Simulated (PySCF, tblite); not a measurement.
Isomers of C5H13FO2Si2, one GFN2-xTB conformer each. Single-point energies are computed at PBE0/pcSseg-1 (PySCF, gas phase, no added dispersion term), electronic only.

| SMILES | GFN2-xTB relative energy (kcal/mol) |
| --- | --- |
| COC(=O)C([SiH3])([SiH3])CCF | 134.7 |
| CO[Si](C)(C)[SiH2][C@@H](F)C=O | 148.9 |
| CC(C)(C)[C@@H]1O[Si@@H](F)O[SiH2]1 | 0.0 |

Conformers: `[CH3:1][O:2][C:3](=[O:4])[C:5]([SiH3:6])([SiH3:7])[CH2:8][CH2:9][F:10]` with C1–O2–C3–O4 -5°, O2–C3–C5–Si6 -170°, C3–C5–C8–C9 -66°, C5–C8–C9–F10 60°; `[CH3:1][O:2][Si:3]([CH3:4])([CH3:5])[SiH2:6][C@@H:7]([F:8])[CH:9]=[O:10]` with C1–O2–Si3–C4 50°, O2–Si3–Si6–C7 -39°, Si3–Si6–C7–F8 168°, Si6–C7–C9–O10 66°.

**Question.** What does PBE0/pcSseg-1 give for the same structures?

**Answer.** 
| SMILES | PBE0/pcSseg-1 E (Eh) | PBE0/pcSseg-1 (kcal/mol) | GFN2-xTB (kcal/mol) | point group |
| --- | --- | --- | --- | --- |
| CC(C)(C)[C@@H]1O[Si@@H](F)O[SiH2]1 | -1027.01221 | 0.0 | 0.0 | C1 |
| CO[Si](C)(C)[SiH2][C@@H](F)C=O | -1026.85491 | 98.7 | 148.9 | C1 |
| COC(=O)C([SiH3])([SiH3])CCF | -1026.81987 | 120.7 | 134.7 | C1 |

Both levels put the same isomer lowest; measured from each level's own lowest isomer, the values differ by up to 50.2 kcal/mol (CO[Si](C)(C)[SiH2][C@@H](F)C=O: 148.9 against 98.7). As drawn, the lowest has an Si–O bond, an Si–F bond and a quaternary carbon, which the highest lacks; the highest has a C=O bond and a C(=O)–O unit, which the lowest lacks.

**Question.** Which frontier levels, dipoles and rotational constants go with these structures?

**Answer.** 
| SMILES | HOMO (eV, PBE0/pcSseg-1) | LUMO (eV) | dipole (D) | A, B, C (MHz) |
| --- | --- | --- | --- | --- |
| CC(C)(C)[C@@H]1O[Si@@H](F)O[SiH2]1 | -8.22 | 0.00 | 2.96 | 1714, 715.1, 597.5 |
| CO[Si](C)(C)[SiH2][C@@H](F)C=O | -7.47 | -0.97 | 2.49 | 1299, 605.3, 560.1 |
| COC(=O)C([SiH3])([SiH3])CCF | -7.87 | -0.01 | 2.55 | 1008, 907.6, 726.0 |

**Question.** What happens when harmonic zero-point energies from GFN2-xTB frequencies are added?

**Answer.** 
```csv
SMILES,ZPE (kcal/mol),electronic (kcal/mol),with ZPE (kcal/mol)
CC(C)(C)[C@@H]1O[Si@@H](F)O[SiH2]1,110.3,0.0,0.0
CO[Si](C)(C)[SiH2][C@@H](F)C=O,105.9,98.7,94.3
COC(=O)C([SiH3])([SiH3])CCF,102.9,120.7,113.3
```

The zero-point energies span 7.4 kcal/mol. The order is unchanged.
